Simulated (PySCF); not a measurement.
# What a mistake does to a calculation on B2H2O2

These are calculations, not measurements. The program is PySCF 2.14.0, an open-source quantum chemistry code, run on an isolated molecule that a program drew, which may never have been made. The molecule is B2H2O2 (charge 0, singlet), drawn as the SMILES string `O=BBO`.

Each row is a Hartree-Fock (HF) and frozen-core CCSD(T) single point in the cc-pVDZ basis, meant for a local HF minimum. Run 1 is clean. Each other run has one planted mistake out of seven kinds, and not every kind appears here: one electron removed, one electron added, multiplicity raised by two, geometry at a saddle point, minimal basis STO-3G, one bond length entered in bohr, all coordinates scaled. The reference is restricted for singlets and unrestricted otherwise, and also for a bond in bohr. Adding or removing an electron swaps singlet and doublet. Electrons count all cores. HOMO and LUMO are orbital energies over both spins, the gradient is its largest component, and the lowest frequency (negative if imaginary) is given only where the gradient is small. Bond lengths are over the 5 bonds as drawn. T1 is the CCSD diagnostic: over 0.02 (restricted) or 0.045 (unrestricted) a single reference is doubtful.

Geometry of the clean run:
```xyz
6
B2H2O2, angstrom
O    -3.5647   -0.8288   -1.1644
B    -2.6654   -0.5115   -0.4567
B    -1.3798   -0.0973    0.5968
O    -0.6495    0.9831    0.2922
H    -1.1488   -0.7578    1.5710
H     0.0481    1.1705    0.9035
```

| run | electrons | basis functions | <S^2> | HOMO (eV) | LUMO (eV) | gradient (hartree/bohr) | lowest frequency (cm^-1) | mean bond (Å) | longest bond (Å) | T1 | HF (hartree) | CCSD(T) (hartree) | mistake |
|---|---|---|---|---|---|---|---|---|---|---|---|---|---|
| 1 | 28 | 66 | 0.000 | -13.23 | 1.77 | 1.1e-05 | 209 | 1.2771 | 1.713 | 0.0200 | -200.36573 | -200.92712 | no fault |
| 2 | 28 | 66 | 2.021 | -7.42 | -3.15 | 2.5e-02 | - | 1.2771 | 1.713 | 0.0376 | -200.15841 | -200.72063 | multiplicity raised by two |
| 3 | 29 | 66 | 0.759 | 0.38 | 9.33 | 6.9e-02 | - | 1.2771 | 1.713 | 0.0171 | -200.32500 | -200.89205 | ? |
| 4 | 28 | 22 | 0.000 | -10.62 | 6.55 | 4.3e-02 | - | 1.2771 | 1.713 | 0.0240 | -197.67868 | -197.91124 | ? |

**Which mistake was planted in run 3, and what did it cost?**

It counts 29 electrons, one more than the clean run, at the same geometry and basis. So the mistake is: one electron added. Subtracting run 1 and multiplying by 627.51 kcal/mol a hartree, the energy moved by 25.6 kcal/mol in HF and 22.0 kcal/mol in CCSD(T).

**Which mistake was planted in run 4, and what did it cost?**

It has 22 basis functions where the clean run has 66, with the same electrons and geometry. So the mistake is: minimal basis STO-3G. Subtracting run 1 and multiplying by 627.51 kcal/mol a hartree, the energy moved by 1686.1 kcal/mol in HF and 1892.5 kcal/mol in CCSD(T).

Cautions from the logs. Run 3: the HOMO is above zero, so the electron isn't bound and the energy depends on the basis; run 4: T1 is over the limit, so its CCSD(T) energy is less reliable.
